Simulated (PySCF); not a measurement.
Structure elucidation problem

Molecular formula: C6H9ClSi. Simulated spectra:

1H NMR (500 MHz, computed): δ 6.26 (d, 1H), 4.56 (sept, 1H), 3.25 (d, 1H), 0.28 (d, 6H).

13C{1H} NMR (computed): δ 166.1 (C), 125.6 (CH), 98.4 (CH), 82.4 (C), -3.5 (CH3, 2C).

Rapidly exchanging positions averaged, non-relativistic, single conformer, no solvent. GFN2-xTB structure; PBE0/pcSseg-1 with gauge-including orbitals; PySCF.

Referencing at the same level of theory: 1H (σ = 31.72 ppm), 13C (σ = 186.93 ppm) vs TMS.

Which candidate is it?
A. C=C/C=C(/C=C)[SiH2]Cl
B. CC#C[C@H]1C[Si@H](Cl)C1
C. C=C(C#C[SiH2]C)CCl
D. C#C/C=C(\Cl)[SiH](C)C
E. CC#C[Si@@H](Cl)C1CC1

Answers

D. 

1. The formula gives 3 degrees of unsaturation (no ring in the answer).
2. 5 carbon signals for 6 carbons: some carbons are equivalent by symmetry or fast rotation.
3. Carbon types of the structure: 2 × C, 2 × CH, 2 × CH3, leaving 1 H on heteroatoms.
4. δC 166.1: fully substituted alkene carbon.
5. δC 125.6: alkene CH; the olefinic region.
6. δC 98.4: terminal alkyne carbon; the triple bond shields along its axis, which puts it between sp3 and sp2 carbons.
7. δC 82.4: alkyne carbon; the triple bond shields along its axis, which puts it between sp3 and sp2 carbons.
8. δH 0.28: hydrogen on a methyl carbon bonded to Si; an electropositive neighbour shields it, as in TMS itself.

The others: C=C/C=C(/C=C)[SiH2]Cl would give 6 carbon signals, not 5; CC#C[Si@@H](Cl)C1CC1 would give 6 carbon signals, not 5; C=C(C#C[SiH2]C)CCl would give 6 carbon signals, not 5; CC#C[C@H]1C[Si@H](Cl)C1 would give 5 signals for carbon-bound and other non-exchanging H, not 4.

Carbons that carry Cl, above all several Cl atoms, come out too deshielded, partly because spin–orbit coupling is missing. Shifts are as computed. Against solution values, carbons near 30 ppm lie about +3 ppm off and those near 130 ppm about +5 ppm; carbons on Cl a further +6 ppm. Of 1309 compounds with measured shifts, 239 miss one by over three times the rms of a fit or turn the order of signals round; such compounds aren't used in these exercises. No couplings were computed; multiplicities are counted from neighbouring protons, with m where these are inequivalent, close in shift, in a saturated or five-membered ring or joined by F or P, and br s for small geminal =CH2 splittings.
